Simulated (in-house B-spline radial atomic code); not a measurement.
A fraction x of an electron is removed from 4d in Mo²⁺, starting from [Kr] 4d4 and keeping the highest spin. Computed with an all-electron radial atomic-structure program (B-spline basis): scalar-relativistic (X2C) BP86, spin-polarised, spherical fractional occupations, Fermi nucleus of rms radius 4.4091 fm.

```json
{"x": "0", "E(x) - E(0) (eV)": "0.0000", "4d up level (eV)": "-21.972"}
{"x": "0.12", "E(x) - E(0) (eV)": "2.7185", "4d up level (eV)": "-23.339"}
{"x": "0.25", "E(x) - E(0) (eV)": "5.8502", "4d up level (eV)": "-24.844"}
{"x": "0.31", "E(x) - E(0) (eV)": "7.3619", "4d up level (eV)": "-25.547"}
{"x": "0.48", "E(x) - E(0) (eV)": "11.8757", "4d up level (eV)": "-27.565"}
{"x": "0.5", "E(x) - E(0) (eV)": "12.4294", "4d up level (eV)": "-27.805"}
{"x": "0.6", "E(x) - E(0) (eV)": "15.2702", "4d up level (eV)": "-29.012"}
{"x": "0.72", "E(x) - E(0) (eV)": "18.8394", "4d up level (eV)": "-30.479"}
{"x": "0.79", "E(x) - E(0) (eV)": "21.0031", "4d up level (eV)": "-31.342"}
{"x": "0.89", "E(x) - E(0) (eV)": "24.1995", "4d up level (eV)": "-32.587"}
{"x": "1", "E(x) - E(0) (eV)": "27.8600", "4d up level (eV)": "-33.970"}
```

The exact functional would give a straight line between the two integer points. Deviations E(x) - E(0) - x[E(1) - E(0)], in eV: -0.625 at x = 0.12, -1.115 at x = 0.25, -1.275 at x = 0.31, -1.497 at x = 0.48, -1.501 at x = 0.5, -1.446 at x = 0.6, -1.22 at x = 0.72, -1.006 at x = 0.79, -0.596 at x = 0.89.

The curve lies below the straight line by up to 1.501 eV (at x = 0.5): convex, the delocalisation error that favours fractional charges.

(1) How well does Slater's transition state (minus the level at half occupation) give the ionisation energy?

## Answers

(1) It gives 27.805 eV against 27.860 eV from the two total energies; NIST lists 27.13 eV, ground level to ground level.
